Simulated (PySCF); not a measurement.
C₆ coefficients of unlike pairs at UHF

Calculated with PySCF 2.14 from the dipole response of each species, C₆(A,B) = (3/π) ∫ α_A(iu) α_B(iu) du, in atomic units, from isotropic polarisabilities. For ions this is the dispersion term alone; charge-induced terms of lower order in 1/R come first.

| species | configuration | basis | relativity | α (bohr³) | C₆ (like pair) |
| --- | --- | --- | --- | --- | --- |
| Cd | [Kr] 4d10 5s2 (1S) | aug-cc-pVDZ-PP with ECP28MDF (5s5p4d2f) | core potential | 63.73 | 607.3 |
| Os³⁺ | [Xe] 4f14 5d5 (6S) | x2c-TZVPPall with one added diffuse shell each of s, p, d, f type (12s8p8d4f1g) | spin-free X2C | 6.540 | 35.55 |
| C²⁺ | [He] 2s2 (1S) | aug-cc-pVQZ (6s5p4d3f2g) | none | 4.508 | 7.108 |
| P³⁺ | [Ne] 3s2 (1S) | dyall-acv3z (19s12p6d4f) | spin-free X2C | 7.085 | 18.52 |

Question: Estimate C₆ for C²⁺ with Cd.

Answer: The integral gives 61.80. The combination rule 2 C_A C_B / (C_A α_B/α_A + C_B α_A/α_B) gives 60.18 and the geometric mean 65.70.

No spin-orbit coupling is included.

The other pairs:

```csv
pair,C₆
"P³⁺, C²⁺",11.47
"P³⁺, Cd",99.02
"P³⁺, Os³⁺",23.56
"C²⁺, Os³⁺",14.53
"Os³⁺, Cd",115.3
```
